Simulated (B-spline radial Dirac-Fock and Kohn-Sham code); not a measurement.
# The L3 (2p3/2) hole of niobium ions: width and yield against charge

Calculated with a radial finite-basis atomic code, using independent-particle radiative and Coulomb Auger rates from relativistic LDA hole-state orbitals, with Dirac-Fock energies. Tabulated ground configurations, configuration averages; single configurations, so decays that open only by mixing (as 1s 2s² with 1s 2p² in Be-like ions) are missing and such tiny yields are far too low.

| ion | configuration | radiative (eV) | non-radiative (eV) | yield |
| --- | --- | --- | --- | --- |
| Nb | [Kr] 4d4 5s1 | 0.0553 | 1.56 | 0.0342 |
| Nb⁺ | [Kr] 4d4 | 0.0553 | 1.56 | 0.0342 |
| Nb²⁺ | [Kr] 4d3 | 0.0552 | 1.56 | 0.0341 |
| Nb³⁺ | [Kr] 4d2 | 0.0549 | 1.56 | 0.0340 |
| Nb⁴⁺ | [Kr] 4d1 | 0.0546 | 1.55 | 0.0339 |
| Nb⁵⁺ | [Ar] 3d10 4s2 4p6 | 0.0542 | 1.55 | 0.0338 |
